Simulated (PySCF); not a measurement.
C3H8BNO. Atoms are numbered in the order given.

```xyz
14

C     -1.5450    -1.1851     0.6552
C     -0.6791    -0.4834    -0.3884
C     -0.8617     1.0473    -0.5554
O      0.5235     1.3716    -0.2393
B      0.7920     0.0244    -0.0297
N      2.0133    -0.5256     0.3812
H     -1.2073    -2.2220     0.8157
H     -1.4956    -0.6697     1.6287
H     -2.6057    -1.2268     0.3529
H     -0.7451    -1.0053    -1.3580
H     -1.1198     1.3982    -1.5683
H     -1.5425     1.5138     0.1771
H      2.8342     0.0419     0.5636
H      2.1556    -1.5186     0.5145
```

Geometry optimised at TPSSh-D3(BJ)/def2-SVP. The structure was generated by enumeration; whether it is a known compound was not checked. One conformer was computed; it need not be the lowest.

Method: PBE/pcSseg-1 (PySCF).

GIAO shieldings, no solvent; atoms listed in one row are averaged. δ = σ(ref) − σ: ¹³C against TMS (σ = 182.0 ppm); ¹⁷O against H2O (σ = 334.3 ppm); ¹¹B against BF3 (σ = 83.9 ppm); ¹⁵N against NH3 (σ = 267.0 ppm); ¹H against TMS (σ = 31.49 ppm), references at their B3LYP-D3(BJ)/def2-TZVP geometries, non-relativistic.

Computed chemical shifts:
```
nucleus       atoms  count  δ (ppm)
-------  ----------  -----  -------
¹³C              C3      1     82.4
¹³C              C2      1     25.3
¹³C              C1      1     18.4
¹⁷O              O4      1    177.4
¹¹B              B5      1     21.7
¹⁵N              N6      1     73.6
¹H              H11      1     4.98
¹H              H12      1     4.38
¹H              H13      1     2.96
¹H              H14      1     2.74
¹H              H10      1     2.05
¹H       H7, H8, H9      3     1.43
```
